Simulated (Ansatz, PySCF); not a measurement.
W(O)(NH)(Cl)2 (Cl₂HNOW), SMILES [NH]=[W](=[O])([Cl])[Cl], multiplicity 1. Atoms are numbered in the order given.

```xyz
6

W      0.0258    -0.1977     0.0000
O      1.4435    -1.1228     0.0000
N     -1.3181    -1.2995     0.0000
H     -1.6617    -2.2574     0.0000
Cl    -0.0744     1.0052    -1.9361
Cl    -0.0744     1.0052     1.9361
```
Charge 0, spin multiplicity 1.

Geometry optimised at PBE0-D3(BJ)/def2-SVP. The spin state was assumed, not searched. The structure was generated by enumeration; whether it is a known compound was not checked. The def2 effective core potentials stand for the cores of W; spin–orbit coupling is left out.

Two levels are set side by side: PBE-D3(BJ)/def2-SVP (Ansatz, a program for electronic structure) and PBE0-D3(BJ)/def2-SVP (Ansatz). Each level has its own optimised geometry; the coordinates shown are those of the second. Frequencies come from the Hessian of PySCF at each geometry. Differences are taken from unrounded values.

```csv
quantity,PBE0-D3(BJ)
mean bond length (Å),1.802
bond W1–O2 (Å),1.693
bond W1–N3 (Å),1.738
bond W1–Cl5 (Å),2.282
bond W1–Cl6 (Å),2.282
bond N3–H4 (Å),1.018
highest harmonic wavenumber (cm⁻¹),3645
mean harmonic wavenumber (cm⁻¹),731
zero-point energy (kcal/mol),12.55
```

Problem. What does PBE-D3(BJ) give, and how far is it from PBE0-D3(BJ)? (Estimate from the structure and the level; the computed values follow.)

Solution. 
```tsv
quantity	PBE-D3(BJ)	PBE-D3(BJ) minus PBE0-D3(BJ)
mean bond length (Å)	1.818	0.015
bond W1–O2 (Å)	1.715	0.022
bond W1–N3 (Å)	1.760	0.022
bond W1–Cl5 (Å)	2.293	0.012
bond W1–Cl6 (Å)	2.293	0.012
bond N3–H4 (Å)	1.027	0.009
highest harmonic wavenumber (cm⁻¹)	3519	-127
mean harmonic wavenumber (cm⁻¹)	701	-31
zero-point energy (kcal/mol)	12.02	-0.53
```

GGA bonds tend to be longer and softer than those of functionals with exact exchange. Differences between two approximate levels are no errors against the true value.
